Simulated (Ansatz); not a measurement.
```yaml
crystal:
  periodic: [false, false, false]
  atoms:
    - {symbol: N, position_ang: [-1.479408, 1.827628, -0.097048]}
    - {symbol: As, position_ang: [0.311210, 1.456454, 0.125734]}
    - {symbol: N, position_ang: [0.565543, -0.287517, -0.451827]}
    - {symbol: Si, position_ang: [0.820490, -1.629532, 0.594773]}
    - {symbol: H, position_ang: [-2.039687, 1.514994, 0.683600]}
    - {symbol: H, position_ang: [-1.899198, 1.516140, -0.962282]}
    - {symbol: H, position_ang: [0.684263, 2.071636, -1.219991]}
    - {symbol: H, position_ang: [0.392881, -0.460799, -1.431127]}
    - {symbol: H, position_ang: [1.104215, -1.066578, 1.940018]}
    - {symbol: H, position_ang: [1.966611, -2.465322, 0.142288]}
    - {symbol: H, position_ang: [-0.361419, -2.534005, 0.696363]}
basis:
  gaussian: {orbitals: cc-pVDZ, fitting: {mean_field: cc-pVTZ-jkfit}}
hamiltonian: {xc: {name: r2SCANh}, dispersion: d3bj}
output: {forces: true}
```

```sh
$ ansatz run in.yaml --threads 4 --pin off --events-out ev --progress --plain --max-ram 10444MiB
```

Output, abridged:

```
Warning: the engine holds no damping parameters fitted to this dispersion correction and functional, so the run takes those fitted to r2scanh beside the three-body term, which d3bj leaves out (hamiltonian.dispersion, under Limitations)
Functional definition: r2SCANh
696 factors; integrals over basis functions are off by at most 4.4e-2 eV
mean field evaluation 1: about -71800.1423 eV, gradient 6.8e1 eV
mean field evaluation 2: about -71782.4910 eV, gradient 1.1e2 eV
mean field evaluation 4: about -71809.3258 eV, gradient 4.4e0 eV
mean field evaluation 8: about -71809.3669 eV, gradient 2.0e-1 eV
mean field evaluation 16: about -71809.3670 eV, gradient 1.8e-5 eV
mean field -71809.36703936 eV, -2638.9455645592 hartree, gradient 1.8e-5 eV, S^2 0.000000; 0 other end points of the search recorded, 0 dependent functions left out
reference -71809.36704957 eV, -2638.9455649344 hartree; 34, 34 occupied and 74, 74 virtual orbitals, 696 factors
Total energy: -71809.44286686 eV, -2638.9483511686 hartree
Atom 0 at    -1.479408     1.827628    -0.097048 Å, force     0.137979     0.441307    -0.000807 eV/Å
Atom 1 at     0.311210     1.456454     0.125734 Å, force     0.091656     0.253407     0.172803 eV/Å
Atom 2 at     0.565543    -0.287517    -0.451827 Å, force     0.056823     0.345709    -0.194101 eV/Å
Atom 3 at     0.820490    -1.629532     0.594773 Å, force     0.064494    -0.441866     0.303143 eV/Å
Atom 4 at    -2.039687     1.514994     0.683600 Å, force    -0.160600    -0.170806     0.208474 eV/Å
Atom 5 at    -1.899198     1.516140    -0.962282 Å, force    -0.145071    -0.165961    -0.244075 eV/Å
Atom 6 at     0.684263     2.071636    -1.219991 Å, force    -0.009953    -0.004339    -0.030513 eV/Å
Atom 7 at     0.392881    -0.460799    -1.431127 Å, force    -0.069354    -0.078863    -0.342618 eV/Å
Atom 8 at     1.104215    -1.066578     1.940018 Å, force     0.034539     0.056215     0.143099 eV/Å
Atom 9 at     1.966611    -2.465322     0.142288 Å, force     0.146378    -0.106824    -0.044144 eV/Å
Atom 10 at    -0.361419    -2.534005     0.696363 Å, force    -0.146892    -0.127978     0.028740 eV/Å
Dipole moment:    -0.233490    -0.090019    -0.266436 e Å
```

It took 4.1 s on 4 threads of an Arm Neoverse N1 on a shared host, with 0.46 GiB of host memory at the peak.
